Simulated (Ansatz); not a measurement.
Consider the substitution at a C–N bond: `CNBOCF` + `[NH2][InH2]` → `C[NH][InH2]` + `NBOCF`.

Computed with Ansatz on PBE0-D4/def2-TZVP structures; ΔE is electronic, products minus reactants. CCSD(T)/CBS adds triple-zeta CCSD(T) − MP2 to the extrapolated MP2 energy (def2 sets, frozen cores). DFT in def2-TZVPP. def2 core potentials past Kr. For In outer-core shells are correlated without core-valence functions, which leaves a few kJ/mol of doubt a bond. One conformer a species, not always the lowest.

(1) Is it downhill or uphill in electronic energy at CCSD(T)/CBS, and by how much? (Best estimate.)

(2) What do these levels give: PBE-D4, ωB97M-V, B2PLYP, r2SCAN, PBE0, MP2/def2-TZVPP, CCSD/def2-TZVPP, CCSD(T)/def2-TZVPP, HF/def2-QZVPP, MP2/def2-QZVPP, SCS-MP2/def2-QZVPP, MP2/CBS(def2)? (An estimate is asked.)

Largest T1 diagnostic among the species: 0.016.

## Answers

(1) Ansatz gave: Uphill: ΔE = +0.04 eV.

(2) Computed: PBE-D4 0.02, ωB97M-V 0.05, B2PLYP 0.02, r2SCAN 0.03, PBE0 0.02, MP2/def2-TZVPP 0.03, CCSD/def2-TZVPP 0.04, CCSD(T)/def2-TZVPP 0.04, HF/def2-QZVPP 0.03, MP2/def2-QZVPP 0.03, SCS-MP2/def2-QZVPP 0.03, MP2/CBS(def2) 0.03 eV.
